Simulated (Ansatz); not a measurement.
CH$_{4}$NO (SMILES [NH3+]C=O), charge +1, singlet, geometry from GFN2-xTB; MP2/def2-SVPD in Ansatz (an electronic-structure program).

Input for Ansatz:
Ansatz 0.2 input:
```yaml
crystal:
  periodic: [false, false, false]
  atoms:
    - {symbol: N, position_ang: [-1.07973113, 0.24380716, 0.15769898]}
    - {symbol: C, position_ang: [0.40675026, 0.24389944, -0.26491881]}
    - {symbol: O, position_ang: [1.09476993, -0.62780535, 0.07307325]}
    - {symbol: H, position_ang: [-1.30225326, 1.08418749, 0.71279708]}
    - {symbol: H, position_ang: [-1.69531096, 0.23783329, -0.66989687]}
    - {symbol: H, position_ang: [-1.26948531, -0.59863573, 0.72730400]}
    - {symbol: H, position_ang: [0.62650641, 1.12901100, -0.86917020]}
basis:
  gaussian:
    orbitals: def2-SVPD
total_charge: 1
magnetization: {spin_polarized: false}
correlation: {method: mp2}
```

Predict the main parts of the log of this Ansatz run.


```
Functional definition: HF
935 factors; integrals over basis functions are off by at most 1.0e-3 eV
mean field evaluation 1: about -4596.1251 eV, gradient 5.4e1 eV
mean field evaluation 2: about -4596.1298 eV, gradient 5.4e1 eV
mean field evaluation 4: about -4601.9141 eV, gradient 5.1e0 eV
mean field evaluation 8: about -4602.0084 eV, gradient 3.0e-1 eV
mean field -4602.00900413 eV, -169.1207115481 hartree, gradient 1.3e-6 eV, S^2 0.000000; 0 other end points of the search recorded, 0 dependent functions left out
3 core orbitals not correlated
reference -4602.00900413 eV, -169.1207115481 hartree; 9, 9 occupied and 83, 83 virtual orbitals, 935 factors
second order -13.68206471 eV of doubles, -0.00000000 eV of singles
Total energy: -4615.69106884 eV, -169.6235181522 hartree
```
